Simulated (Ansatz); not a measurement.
C$_{3}$H$_{8}$OSi (`C=CCO[SiH3]`) at its PBE0-D4/def2-TZVP geometry, where that method's forces vanish. The species carries charge 0 and has multiplicity 1.

```xyz
13

C    -1.6899    1.5838    1.1478
C    -0.8209    0.5868    1.2052
C     0.2359    0.3431    0.1847
O     0.1791   -1.0048   -0.2439
Si    1.2032   -1.6081   -1.3785
H    -2.4256    1.7432    1.9273
H    -1.6950    2.2822    0.3165
H    -0.8367   -0.1128    2.0373
H     1.2247    0.5474    0.6226
H     0.1022    1.0276   -0.6633
H     2.6206   -1.4780   -0.9364
H     1.0561   -0.8761   -2.6679
H     0.8464   -3.0343   -1.5513
```

(1) What forces (eV/Å) does PBE-D4/def2-TZVPP give on these atoms in Ansatz 0.2.0? (An estimate is asked.)

## Answers

(1) Computed: 
```
C1  -0.268  0.275  0.001
C2   0.233 -0.236  0.006
C3  -0.014  0.234  0.107
O4  -0.343 -0.363  0.174
Si5  0.220 -0.115 -0.234
H6  -0.158  0.047  0.160
H7  -0.007  0.152 -0.172
H8   0.006 -0.158  0.179
H9   0.231  0.063  0.094
H10 -0.019  0.171 -0.184
H11  0.168  0.008  0.037
H12 -0.005  0.074 -0.154
H13 -0.045 -0.152 -0.013
```
